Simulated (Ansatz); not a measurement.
`C[SiH](O)O[SiH2]O` + `O[SiH](O)F` → `C[Si@H](O)O[Si@@H](O)F` + `O[SiH2]O`  (ligand exchange at the Si–O bond)

Gas-phase electronic energies from Ansatz, PBE0-D4/def2-TZVP geometries. CCSD(T)/CBS is the MP2 limit (def2-TZVPP, def2-QZVPP) plus CCSD(T) − MP2 in def2-TZVPP, frozen cores. This one scheme is used for every species. Functionals use def2-TZVPP. B3LYP here is the variant with VWN-RPA as its local correlation; programs differ in this. One conformer a species, not always the lowest.

`C[SiH](O)O[SiH2]O`:

Cartesian coordinates in Å:
```
C -1.871 0.886 -1.337
Si -0.529 -0.257 -0.790
O 0.864 0.215 -1.519
O -0.351 -0.190 0.848
Si 0.934 -0.112 1.844
O 2.257 -0.795 1.126
H -1.628 1.918 -1.074
H -2.819 0.622 -0.862
H -2.004 0.830 -2.420
H -0.840 -1.674 -1.119
H 1.675 -0.174 -1.180
H 1.296 1.297 2.102
H 0.600 -0.841 3.092
H 2.416 -1.726 1.288
```

`O[SiH](O)F`:

Z-matrix (Å, degrees):
```
Si
O 1 1.619
F 1 1.595 2 111.7
O 1 1.630 2 108.7 3 118.8
H 1 1.469 2 107.5 3 -117.0
H 2 0.959 1 118.7 3 -79.5
H 4 0.958 1 118.6 2 -158.0
```

`C[Si@H](O)O[Si@@H](O)F`:

```xyz
14

C     1.111   -1.736    0.683
Si    1.020   -0.134   -0.225
O     0.998    1.090    0.895
O    -0.371   -0.060   -1.092
Si   -1.799    0.697   -0.913
O    -2.020    1.172    0.624
F    -1.788    1.956   -1.887
H     1.033   -2.577   -0.009
H     0.293   -1.811    1.404
H     2.054   -1.823    1.228
H     2.152    0.081   -1.159
H     1.451    1.901    0.664
H    -2.915   -0.165   -1.319
H    -1.220    1.410    1.106
```

`O[SiH2]O`:

Z-matrix (Å, degrees):
```
Si
O 1 1.642
O 1 1.642 2 113.5
H 1 1.481 2 111.5 3 116.9
H 1 1.481 2 103.8 3 -121.2
H 2 0.958 1 117.7 3 -66.0
H 3 0.958 1 117.7 2 -66.0
```

Question: Is it downhill or uphill in electronic energy at CCSD(T)/CBS, and by how much? (Best estimate.)

Answer: The calculation gave: Downhill: ΔE = -4.5 kJ/mol.

Question: What do these levels give: PBE-D4, r2SCAN-D4, ωB97X-V, r2SCAN, PBE0, B3LYP, HF/def2-TZVPP, MP2/def2-TZVPP, SCS-MP2/def2-TZVPP, CCSD/def2-TZVPP, CCSD(T)/def2-TZVPP, SCS-MP2/def2-QZVPP? (Estimate.)

Answer: Ansatz gave: PBE-D4 -5.4, r2SCAN-D4 -4.1, ωB97X-V -4.5, r2SCAN -3.9, PBE0 -4.0, B3LYP -3.7, HF/def2-TZVPP -1.2, MP2/def2-TZVPP -4.2, SCS-MP2/def2-TZVPP -3.7, CCSD/def2-TZVPP -3.7, CCSD(T)/def2-TZVPP -4.3, SCS-MP2/def2-QZVPP -3.8 kJ/mol.

Largest T1 diagnostic among the species: 0.012.
